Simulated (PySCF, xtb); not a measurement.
trimethylboroxine (C3H9B3O3), SMILES CB1OB(C)OB(C)O1.

GFN2-xTB in xtb 6.7.1 at its own geometry gives an orbital gap of 5.70 eV and a dipole moment of 0.09 D.

The structure is a stationary point at PBE0-D3(BJ)/def2-SVP.

Q: What does PBE/def2-SVP (PySCF) give? (Estimate from the structure and the level; the computed values follow.)

A: gap 6.60 eV (levels -7.29 and -0.69 eV), dipole 0.07 D.
